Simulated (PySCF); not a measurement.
H6N3Si, SMILES N[Si](N)N, multiplicity 2. Atoms are numbered in the order given.

```xyz
10

N      0.4647     1.5562     0.2288
Si     0.0000     0.0000    -0.4224
N      1.1153    -1.1805     0.2288
N     -1.5800    -0.3757     0.2288
H     -0.2712     2.0876     0.6895
H      1.0587     2.1720    -0.3195
H      1.3516    -2.0028    -0.3195
H      1.9435    -0.8089     0.6895
H     -2.4103    -0.1691    -0.3195
H     -1.6723    -1.2787     0.6895
```
Charge 0, spin multiplicity 2.

Geometry optimised at B3LYP-D3(BJ)/def2-SVP. The values are those of a single conformer.

Method: CAM-B3LYP/def2-TZVP in PySCF.

ESP charges are fitted to the potential on shells at 1.4 to 2.0 van der Waals radii. Atomic charges (e):

```tsv
atom	ESP fit	Löwdin	meta-Löwdin	Mulliken spin
N1	-0.68	-0.28	-0.74	0.07
Si2	0.19	-0.06	0.82	0.77
N3	-0.72	-0.28	-0.74	0.07
N4	-0.67	-0.28	-0.74	0.07
H5	0.32	0.15	0.23	0.01
H6	0.30	0.15	0.23	0.00
H7	0.31	0.15	0.23	0.00
H8	0.34	0.15	0.23	0.01
H9	0.29	0.15	0.23	0.00
H10	0.33	0.15	0.23	0.01
```

Computed Mayer and Wiberg (Löwdin basis) orders of the bonds:
```
bond    Mayer  Wiberg
------  -----  ------
N1–Si2   1.07    1.53
Si2–N3   1.07    1.53
Si2–N4   1.07    1.53
N1–H5    0.92    0.95
N1–H6    0.93    0.97
N3–H7    0.93    0.97
N3–H8    0.92    0.95
N4–H9    0.93    0.97
N4–H10   0.92    0.95
```
